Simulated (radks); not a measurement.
Excited configurations of the selenium ion Se9+: one electron is placed in a higher orbital outside [Ar] 3d6. The ground configuration is [Ar] 3d7. Calculated with a radial shooting solver on a logarithmic mesh with Libxc functionals: Dirac Kohn-Sham, BLYP, spin-unpolarised, spherical densities, finite nucleus; open shells fill j = l - 1/2 first; Fermi nuclear charge, rms radius 4.14 fm. Excitation = E - E(ground); binding = E(ion) - E, where the ion is the core of charge +10; n* = 10/sqrt(2 binding) in atomic units. These energies are relativistic, and a one-electron ion of charge +10 with no core already has n* below n in this formula (Dirac formula, point nucleus: 4d3/2 3.999, 4f5/2 4.000, 5s1/2 4.998, 5p1/2 4.998, 5f5/2 5.000, 6s1/2 5.998, 6p1/2 5.998, 6f5/2 5.999, 7s1/2 6.998, 7p1/2 6.998, 7d3/2 6.999, 7f5/2 6.999). The quantum defect is therefore taken as that value minus n*, so that it holds no relativistic shift of the bare ion.

| outer orbital | excitation (eV) | binding (eV) | n* | quantum defect | eigenvalue (eV) | <r> (bohr) |
|---|---|---|---|---|---|---|
| 4d3/2 | 143.00 | 116.61 | 3.416 | 0.583 | -109.15 | 1.486 |
| 4f5/2 | 169.89 | 89.724 | 3.894 | 0.106 | -82.871 | 1.637 |
| 5s1/2 | 169.36 | 90.249 | 3.883 | 1.115 | -86.038 | 2.293 |
| 5p1/2 | 176.99 | 82.618 | 4.058 | 0.940 | -78.604 | 2.413 |
| 5f5/2 | 201.63 | 57.981 | 4.844 | 0.155 | -54.572 | 2.920 |
| 6s1/2 | 202.37 | 57.244 | 4.875 | 1.122 | -54.518 | 3.611 |
| 6p1/2 | 206.29 | 53.319 | 5.051 | 0.946 | -50.758 | 3.784 |
| 6f5/2 | 219.27 | 40.343 | 5.807 | 0.192 | -38.187 | 4.489 |
| 7s1/2 | 219.84 | 39.775 | 5.849 | 1.149 | -37.831 | 5.208 |
| 7p1/2 | 222.14 | 37.470 | 6.026 | 0.972 | -35.619 | 5.434 |
| 7d3/2 | 226.15 | 33.460 | 6.377 | 0.622 | -31.817 | 5.892 |
| 7f5/2 | 229.89 | 29.717 | 6.766 | 0.233 | -28.203 | 6.338 |

The Delta-SCF ionisation energy is 259.61 eV (NIST Atomic Spectra Database: 255 eV, theoretical). Self-interaction in the functional shifts the binding energies and quantum defects, so they are the method's values and not measured ones. Spin polarisation and multiplet splitting are left out, so open shells lie too high by an amount that depends on their filling.

Beside tabulated values, note that spin-unpolarised runs miss the spin-polarisation part of the exchange energy of open shells.
